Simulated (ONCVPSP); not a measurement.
# Transferability test, ONCV potential for Sr (Z = 38)

```json
{
 "Element": "Sr (Z = 38)",
 "Generator": "ONCVPSP 4.0.1",
 "Type": "optimised norm-conserving Vanderbilt (ONCV)",
 "Functional": "revPBE",
 "Relativity": "scalar-relativistic",
 "Frozen core": "[Ar] 3d10",
 "Valence charge": "10",
 "Reference configuration": "4s2 4p6 5s2",
 "Partial waves": "4s+5s: rc 2.60 bohr, ncon 4, nbas 7, qcut 5.2 1/bohr, 2 projectors; 4p: rc 1.50 bohr, ncon 4, nbas 7, qcut 5.5 1/bohr, 3 projectors, debl 2.6 Ha; d scattering state at 0.38 Ha: rc 2.20 bohr, ncon 4, nbas 7, qcut 4 1/bohr, 2 projectors, debl 1.8 Ha; f scattering state at 0.4 Ha: rc 2.00 bohr, ncon 4, nbas 9, qcut 6 1/bohr, 2 projectors, debl 3.2 Ha",
 "Local potential": "polynomial inside 1.25 bohr (lpopt 5, dvloc0 -1 Ha)",
 "Core correction": "none"
}
```

In the d channel the program set the typed energies aside and used 0.050, 1.850 Ha.

Energies are relative to the spin-unpolarised reference configuration 4s2 4p6 5s2; without spin polarisation the order of configurations can differ from experiment.

```json
{"valence configuration": "4s2 4p6 5s1", "charge": "+1", "ΔE all-electron (eV)": "5.818", "error AE − PS (meV)": "-0.7"}
{"valence configuration": "4s2 4p6 5s0", "charge": "+2", "ΔE all-electron (eV)": "16.721", "error AE − PS (meV)": "-3.2"}
{"valence configuration": "4s2 4p6 4d1 5s0", "charge": "+1", "ΔE all-electron (eV)": "7.541", "error AE − PS (meV)": "-11"}
```

What are ΔE and the potential's error for 4s2 4p6 5s1.5?

ΔE = 2.315 eV all-electron; the error (AE − PS) is -0.2 meV.

Levels in the configuration 4s2 4p6 4d1 5s0:

```
level  all-electron (eV)  pseudo (eV)
   4s            -45.137      -45.216
   4p            -27.170      -27.190
   4d             -5.478       -5.474
```

Note: no bound ghost flagged; GHOST(+) flagged for s at 54.2 eV, d at 250.4 eV.
